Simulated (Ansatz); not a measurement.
A run for Ansatz (a program for electronic structure): U-CCSD(T)/aug-cc-pVTZ on LiF-, 2S+1 = 2, a spin state set in the input, which need not be the lowest, a point of a bond scan (R = 1.637 Å). Charge -1.

Ansatz 0.2 input:
```yaml
crystal:
  periodic: [false, false, false]
  atoms:
    - {symbol: Li, position_ang: [0.00000000, 0.00000000, 0.00000000]}
    - {symbol: F, position_ang: [0.00000000, 0.00000000, 1.63702400]}
basis:
  gaussian:
    orbitals: aug-cc-pVTZ
    pivot_positions_ang: [[0.00000000, 0.00000000, 0.00000000], [0.00000000, 0.00000000, 1.63702400]]
total_charge: -1
magnetization: {spin_polarized: true, initial_magnetization: 1}
correlation: {method: ccsd_t, electrons: outside_noble_gas}
output: {orbitals: {seedname: ./end}}
```

Program output:

```
WARN ansatz: RAYON_NUM_THREADS=2 ignored (pool sized by the plan → 2); use --threads N
Functional definition: HF
integrals: 0.14 GiB planned
593 factors; integrals over basis functions are off by at most 4.2e-4 eV
mean field: 0.16 GiB planned
mean field evaluation 1: about -2908.9919 eV, gradient 2.6e1 eV
mean field evaluation 2: about -2908.9920 eV, gradient 2.6e1 eV
mean field evaluation 4: about -2911.3528 eV, gradient 2.5e0 eV
mean field evaluation 8: about -2911.4574 eV, gradient 8.3e-2 eV
mean field evaluation 16: about -2911.4221 eV, gradient 1.1e0 eV
mean field evaluation 32: about -2911.4589 eV, gradient 2.2e-1 eV
mean field evaluation 64: about -2910.6653 eV, gradient 4.1e-2 eV
mean field evaluation 96: about -2910.3005 eV, gradient 9.5e-1 eV
mean field evaluation 128: about -2906.5340 eV, gradient 1.5e-2 eV
mean field evaluation 160: about -2906.1318 eV, gradient 6.4e-4 eV
mean field evaluation 192: about -2910.6653 eV, gradient 7.9e-2 eV
mean field evaluation 224: about -2910.5301 eV, gradient 1.6e-4 eV
mean field evaluation 256: about -2906.1318 eV, gradient 8.2e-3 eV
mean field evaluation 288: about -2903.7222 eV, gradient 3.1e0 eV
mean field evaluation 320: about -2909.6454 eV, gradient 6.7e-3 eV
mean field -2911.45767156 eV, -106.9940959731 hartree, gradient 5.6e-6 eV, S^2 0.750045; 9 other end points of the search recorded, 0 dependent functions left out
determinant -2911.45767156 eV, -106.9940959731 hartree, with singles and doubles -2919.23343908 eV, -107.2798501589 hartree
determinant -2910.66539144 eV, -106.9649802156 hartree, with singles and doubles -2918.42693663 eV, -107.2502117405 hartree
determinant -2910.53014313 eV, -106.9600099320 hartree, with singles and doubles -2918.30807027 eV, -107.2458434823 hartree
determinant -2909.64536488 eV, -106.9274949307 hartree, with singles and doubles -2917.42361069 eV, -107.2133401922 hartree
2 core orbitals not correlated
reference -2911.45767156 eV, -106.9940959731 hartree; 5, 4 occupied and 85, 86 virtual orbitals, 593 factors
second order -7.85938955 eV of doubles, -0.00000000 eV of singles
coupled cluster: 0.40 GiB planned
cycle   1  -7.73681429 eV  change   -2.5e-1 eV  update   2.9e-2
cycle   2  -7.76094262 eV  change   -2.4e-2 eV  update   1.0e-2
cycle   3  -7.76012825 eV  change    8.1e-4 eV  update   7.4e-3
cycle   4  -7.76118407 eV  change   -1.1e-3 eV  update   2.8e-3
cycle   5  -7.76213133 eV  change   -9.5e-4 eV  update   1.5e-3
cycle   6  -7.76184866 eV  change    2.8e-4 eV  update   7.8e-4
cycle   7  -7.76167075 eV  change    1.8e-4 eV  update   3.4e-4
cycle   8  -7.76171740 eV  change   -4.7e-5 eV  update   1.6e-4
cycle   9  -7.76175005 eV  change   -3.3e-5 eV  update   7.3e-5
cycle  10  -7.76173227 eV  change    1.8e-5 eV  update   3.3e-5
cycle  11  -7.76173023 eV  change    2.0e-6 eV  update   1.7e-5
cycle  12  -7.76173638 eV  change   -6.2e-6 eV  update   6.9e-6
perturbative correction -0.25235834 eV, -0.0092739980 hartree
Total energy: -2919.47176629 eV, -107.2886085220 hartree
```

The run converged.

Cost: around 9 core-seconds (rough).
